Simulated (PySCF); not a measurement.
Compound: C₅H₅F₃O.
Bonds: O1–C2 (double), C2–C3, C3–C4, C4–C5, C5–F6, C5–F7, C5–F8, C4–C9, C2–C9. Hydrogens: H10, H11 on C3; H12 on C4; H13, H14 on C9.

All values: B3LYP/def2-SVPD (PySCF, non-relativistic), on one gas-phase PBE0-D3(BJ)/def2-SVP geometry that isn't relaxed in the solvent. The solvent is an IEF-PCM continuum (van der Waals radii × 1.2). The model holds no explicit solvent molecules, cavitation or dispersion.

Gas phase at B3LYP/def2-SVPD: HOMO -7.52 eV, LUMO -1.44 eV, dipole 1.42 D.

Q: What does the continuum do to the energy, the frontier levels and the dipole at B3LYP/def2-SVPD in benzene and acetonitrile?

A: 
```
     solvent      ε  E(solvent) − E(gas) (kcal/mol)  polarisation term (kcal/mol)  distortion of the solute (kcal/mol)  HOMO (eV)  LUMO (eV)  dipole (D)
     benzene  2.271                           -3.20                         -3.46                                 0.26      -7.44      -1.31        1.65
acetonitrile  35.69                           -6.95                         -8.22                                 1.27      -7.39      -1.19        1.97
```

The first energy column is the sum of the next two and covers electrostatics alone. From benzene to acetonitrile the lowering changes by a factor 2.17, Onsager's factor (ε − 1)/(2ε + 1) by 2.09 and ε itself by 15.7.

Q: Which radius a makes the point-dipole formula ΔE = −[(ε − 1)/(2ε + 1)]·μ²/a³ give the value in acetonitrile, with the gas-phase dipole?

A: μ = 0.559 au and |ΔE| = 0.01107 Eh give a = 1.26 Å; the farthest nucleus lies 2.93 Å from the centroid of the nuclei, so such a sphere wouldn't even hold the nuclei. The formula assumes a rigid point dipole at the centre of a sphere.

Q: How does the static polarisability (B3LYP/def2-SVPD, frozen core, with the continuum's full static response) change?

A: 
```csv
medium,isotropic (au),principal values (au),⟨r²⟩ of the electrons (bohr²)
gas,62.2,"51.7, 62.3, 72.7",1192.4
benzene,69.8,"57.9, 70.3, 81.0",1193.4
acetonitrile,80.6,"68.3, 82.4, 91.1",1194.7
```

The isotropic value in acetonitrile is 1.30 times the gas-phase one; no cavity-field correction is applied. ⟨r²⟩ is taken about the centre of nuclear charge.

Hardware: Arm Neoverse V2, one thread, on a shared host. Cost: 39 s wall, 0.97 GiB resident at most. This is the whole response run at B3LYP/def2-SVPD in acetonitrile, SCF included.

Shape of the structure used: `[O:1]=[C:2]1[CH2:3][CH:4]([C:5]([F:6])([F:7])[F:8])[CH2:9]1`: C3–C4–C5–F6 -53°.
